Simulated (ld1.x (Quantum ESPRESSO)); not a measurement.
**u(r) = r·R(r): atom against pseudo-atom (Ar)**

Columns: radius, all-electron u(r) and pseudo u(r) of the 3p shell (level -35.36 eV) of argon in the configuration [Ne] 3s2 3p4; PBEsol, scalar-relativistic, TM scheme, ld1.x (Quantum ESPRESSO) 7.5.

```json
{"r (bohr)": "0.065", "all-electron": "0.1464", "pseudo": "-0.0072"}
{"r (bohr)": "0.130", "all-electron": "0.3337", "pseudo": "-0.0283"}
{"r (bohr)": "0.195", "all-electron": "0.4280", "pseudo": "-0.0623"}
{"r (bohr)": "0.260", "all-electron": "0.4227", "pseudo": "-0.1074"}
{"r (bohr)": "0.325", "all-electron": "0.3433", "pseudo": "-0.1614"}
{"r (bohr)": "0.390", "all-electron": "0.2182", "pseudo": "-0.2219"}
{"r (bohr)": "0.455", "all-electron": "0.0705", "pseudo": "-0.2867"}
{"r (bohr)": "0.520", "all-electron": "-0.0834", "pseudo": "-0.3540"}
{"r (bohr)": "0.585", "all-electron": "-0.2322", "pseudo": "-0.4226"}
{"r (bohr)": "0.650", "all-electron": "-0.3692", "pseudo": "-0.4920"}
{"r (bohr)": "0.715", "all-electron": "-0.4907", "pseudo": "-0.5614"}
{"r (bohr)": "0.780", "all-electron": "-0.5950", "pseudo": "-0.6300"}
{"r (bohr)": "0.845", "all-electron": "-0.6820", "pseudo": "-0.6957"}
{"r (bohr)": "0.910", "all-electron": "-0.7518", "pseudo": "-0.7555"}
{"r (bohr)": "0.975", "all-electron": "-0.8055", "pseudo": "-0.8059"}
{"r (bohr)": "1.040", "all-electron": "-0.8443", "pseudo": "-0.8443"}
{"r (bohr)": "1.105", "all-electron": "-0.8698", "pseudo": "-0.8698"}
{"r (bohr)": "1.170", "all-electron": "-0.8837", "pseudo": "-0.8837"}
{"r (bohr)": "1.235", "all-electron": "-0.8876", "pseudo": "-0.8876"}
{"r (bohr)": "1.300", "all-electron": "-0.8829", "pseudo": "-0.8829"}
{"r (bohr)": "1.365", "all-electron": "-0.8711", "pseudo": "-0.8711"}
{"r (bohr)": "1.430", "all-electron": "-0.8534", "pseudo": "-0.8534"}
{"r (bohr)": "1.495", "all-electron": "-0.8311", "pseudo": "-0.8311"}
{"r (bohr)": "1.560", "all-electron": "-0.8050", "pseudo": "-0.8050"}
{"r (bohr)": "1.625", "all-electron": "-0.7762", "pseudo": "-0.7762"}
{"r (bohr)": "1.690", "all-electron": "-0.7452", "pseudo": "-0.7452"}
```

How many radial nodes do the two functions have?

The all-electron 3p function has n − l − 1 = 1; the pseudo-wave has 0, since the states of the same l below it are removed with the core.

At about which radius was the pseudo-wave matched?

1.10 bohr. The columns agree to 0.0005 from 0.97 bohr on; several derivatives are matched, so the curves merge somewhat inside the radius.

Where does each function peak?

Outermost all-electron maximum near 1.24 bohr, pseudo maximum near 1.24 bohr (to the table’s step).

Is the pseudo-wave norm-conserving?

Yes: the TM scheme keeps the norm inside the radius equal to the all-electron one, which fixes the energy derivative of the logarithmic derivative at the level.
